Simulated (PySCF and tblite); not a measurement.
The numbers below are computed, except where a source is named.
System: 1-hepten-3-one, C7H12O, numbered as in [CH2:1]=[CH:2][C:3](=[O:4])[CH2:5][CH2:6][CH2:7][CH3:8].

Motion: rotation about the C2–C3 bond (torsion C1–C2–C3–O4 from 0° to 180°, rising). GFN2-xTB gives an electronic barrier of 3.3 kcal/mol and a reaction energy of 0.8 kcal/mol.

(1) What does PBE0/pcSseg-1 + D3(BJ) give on GFN2-xTB geometries?

Programs: tblite and PySCF.

Answers

(1) A barrier of 5.9 kcal/mol, 2.7 above the tight-binding barrier (from unrounded values), a reaction energy of 0.2 kcal/mol and, with GFN2-xTB thermal terms, ΔG‡(298 K) = 5.9 kcal/mol and k = 5.7×10⁸ s⁻¹ (2 equivalent paths).
